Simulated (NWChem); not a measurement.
Everything below was run with NWChem. System: HIPbS, charge 0, spin multiplicity 1, at a geometry optimised with PBE0/def2-SVP with def2 effective core potentials on I, Pb. The structure started from a generated list of species. Level: RHF/def2-TZVP with def2 effective core potentials on I, Pb.

Part of the output:

```
             Northwest Computational Chemistry Package (NWChem) 7.3.0
             --------------------------------------------------------

                                NWChem Input Module
                                -------------------

 Scaling coordinates for geometry "geometry" by  1.889725989
 (inverse scale =  0.529177249)

 Turning off AUTOSYM since
 SYMMETRY directive was detected!

                             Geometry "geometry" -> ""
                             -------------------------

 Output coordinates in angstroms (scale by  1.889725989 to convert to a.u.)

  No.       Tag          Charge          X              Y              Z
 ---- ---------------- ---------- -------------- -------------- --------------
    1 Pb                  82.0000    -0.81509900    -0.56326500     0.00000000
    2 I                   53.0000     0.95688200     1.64284300     0.00000000
    3 S                   16.0000     1.00132200    -2.34530600     0.00000000
    4 H                    1.0000     0.10225900    -3.35807300     0.00000000

 Effective nuclear repulsion energy (a.u.)    1224.6439219215

            Nuclear Dipole moment (a.u.)
            ----------------------------
        X                 Y               Z
 ---------------- ---------------- ----------------
     0.0000736993    -0.0000377945     0.0000000000

      Symmetry information
      --------------------

 Group name             Cs
 Group number              2
 Group order               2
 No. of unique centers     4

      Symmetry unique atoms

     1    2    3    4


 Summary of "ao basis" -> "" (spherical)
 ------------------------------------------------------------------------------
       Tag                 Description            Shells   Functions and Types
 ---------------- ------------------------------  ------  ---------------------
 *                         def2-tzvp                  on all atoms

 Summary of "ao basis" -> "ao basis" (spherical)
 ------------------------------------------------------------------------------
       Tag                 Description            Shells   Functions and Types
 ---------------- ------------------------------  ------  ---------------------
 Pb                        def2-tzvp                16       50   6s5p3d2f
 I                         def2-tzvp                16       50   6s5p3d2f
 S                         def2-tzvp                13       37   5s5p2d1f
 H                         def2-tzvp                 4        6   3s1p
[...]
  ----- ------------  ---------------      ----- ------------  ---------------
    68      0.474572  2 I  pz                62     -0.378925  2 I  pz
    65      0.290693  2 I  pz               117     -0.265674  3 S  pz
    71      0.248108  2 I  pz               120     -0.215748  3 S  pz

 Vector   32  Occ=2.000000D+00  E=-3.400417D-01  Symmetry=a'
              MO Center=  3.9D-01,  1.0D-01, -2.5D-14, r^2= 5.9D+00
   Bfn.  Coefficient  Atom+Function         Bfn.  Coefficient  Atom+Function
  ----- ------------  ---------------      ----- ------------  ---------------
    66      0.408036  2 I  px                60     -0.325112  2 I  px
     6      0.286091  1 Pb s                  5      0.262950  1 Pb s
    63      0.249452  2 I  px                69      0.217066  2 I  px
     3     -0.213803  1 Pb s                115      0.211171  3 S  px
    16     -0.203434  1 Pb px                10      0.191592  1 Pb px

 Vector   33  Occ=0.000000D+00  E=-1.471859D-02  Symmetry=a"
              MO Center= -8.0D-01, -5.6D-01,  2.4D-14, r^2= 5.3D+00
   Bfn.  Coefficient  Atom+Function         Bfn.  Coefficient  Atom+Function
  ----- ------------  ---------------      ----- ------------  ---------------
    21      0.574812  1 Pb pz                18      0.424872  1 Pb pz
    12     -0.341640  1 Pb pz                15      0.239154  1 Pb pz
   120     -0.240284  3 S  pz                71     -0.207169  2 I  pz

 Vector   34  Occ=0.000000D+00  E= 4.273657D-02  Symmetry=a'
              MO Center= -8.8D-01, -5.1D-01, -4.3D-14, r^2= 8.5D+00
   Bfn.  Coefficient  Atom+Function         Bfn.  Coefficient  Atom+Function
  ----- ------------  ---------------      ----- ------------  ---------------
    20      0.738951  1 Pb py                19      0.625268  1 Pb px
    56     -0.607413  2 I  s                 70      0.361558  2 I  py
    69      0.287949  2 I  px                 5      0.259338  1 Pb s
     6      0.234414  1 Pb s                 17      0.219775  1 Pb py
    11     -0.216069  1 Pb py                14      0.169326  1 Pb py

 Vector   35  Occ=0.000000D+00  E= 6.071815D-02  Symmetry=a'
              MO Center= -1.2D+00, -4.0D-01,  4.2D-14, r^2= 8.1D+00
   Bfn.  Coefficient  Atom+Function         Bfn.  Coefficient  Atom+Function
  ----- ------------  ---------------      ----- ------------  ---------------
    19      0.893987  1 Pb px                20     -0.768251  1 Pb py
   105     -0.483635  3 S  s                119     -0.412976  3 S  py
     6      0.318280  1 Pb s                140     -0.252302  4 H  s
     5      0.247683  1 Pb s                 70      0.232498  2 I  py
     3     -0.164922  1 Pb s                 69     -0.160868  2 I  px

 center of mass
 --------------
 x =  -0.08206766 y =   0.06659178 z =   0.00000000

 moments of inertia (a.u.)
 ------------------
        2125.672810423632        -786.017324998777           0.000000000000
        -786.017324998777        1020.407268637152           0.000000000000
           0.000000000000           0.000000000000        3146.080079060785

  Mulliken analysis of the total density
  --------------------------------------

    Atom       Charge   Shell Charges
 -----------   ------   -------------------------------------------------------
    1 Pb  22    21.25   0.07 -0.59  1.78  0.76  1.14  0.71 -0.62  6.55  0.43  0.75  0.10  9.11  0.88  0.13  0.03  0.00
    2 I   25    25.42   0.19 -0.77  1.58  1.01  1.06  0.89 -0.49  6.45  1.32  2.94  1.20  9.23  0.76  0.04  0.00  0.00
    3 S   16    16.47   2.01  0.49  1.48  1.04  0.85  4.18  1.69  0.86  2.39  1.39  0.02  0.06  0.01
    4 H    1     0.86   0.23  0.49  0.12  0.02

       Multipole analysis of the density wrt the origin
       ------------------------------------------------

     L   x y z        total         open         nuclear
     -   - - -        -----         ----         -------
     0   0 0 0     -0.000000      0.000000     64.000000

     1   1 0 0     -1.839118      0.000000     41.788046
     1   0 1 0     -0.658041      0.000000    -23.061694
     1   0 0 1     -0.000000      0.000000      0.000000

     2   2 0 0    -52.115259      0.000000    191.265734
     2   1 1 0      3.558416      0.000000     41.005973
     2   1 0 1      0.000000      0.000000      0.000000
     2   0 2 0    -54.404604      0.000000    620.426822
     2   0 1 1      0.000000      0.000000      0.000000
     2   0 0 2    -50.575000      0.000000      0.000000

 Task  times  cpu:       12.8s     wall:       12.8s

 Total times  cpu:       12.9s     wall:       12.9s
```

Question: Write an NWChem input that would produce this output.

Answer: This is not unique; one that fits is 
```
start mol
memory heap 200 mb stack 800 mb global 1000 mb
geometry units angstroms nocenter noautoz
  Pb    -0.815099    -0.563265     0.000000
  I      0.956882     1.642843     0.000000
  S      1.001322    -2.345306     0.000000
  H      0.102259    -3.358073     0.000000
  symmetry group Cs
end
basis spherical
  * library def2-tzvp
end
ecp
  I library def2-ecp
  Pb library def2-ecp
end
scf
  rhf
  nopen 0
  maxiter 100
  thresh 1e-7
  semidirect memsize 60000000 filesize 0
end
task scf energy
```
